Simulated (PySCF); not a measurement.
# Ionisation energy of Sb by level of theory

Sb [Kr] 4d10 5s2 5p3 (4S) → Sb⁺ [Kr] 4d10 5s2 5p2 (3P), as a difference of total energies. All numbers are calculated (PySCF 2.14, scalar relativity through the core potential, in def2-QZVPPD with the def2 core potential (28 electrons)). Correlated levels: valence: 4s2 4p6 4d10 frozen. The calculations carry no spin-orbit coupling.

```tsv
method	ionisation energy (eV)	error (eV)
UHF	8.574	-0.550
MP2 (valence)	9.018	-0.106
SCS-MP2 (valence)	8.891	-0.233
CCSD (valence)	8.995	-0.129
CCSD(T) (valence)	9.032	-0.092
```

Reference: 9.124 eV (measured; NIST levels, between the centres of gravity of the two terms).

Errors of the correlated levels include the incompleteness of this basis and the frozen core.
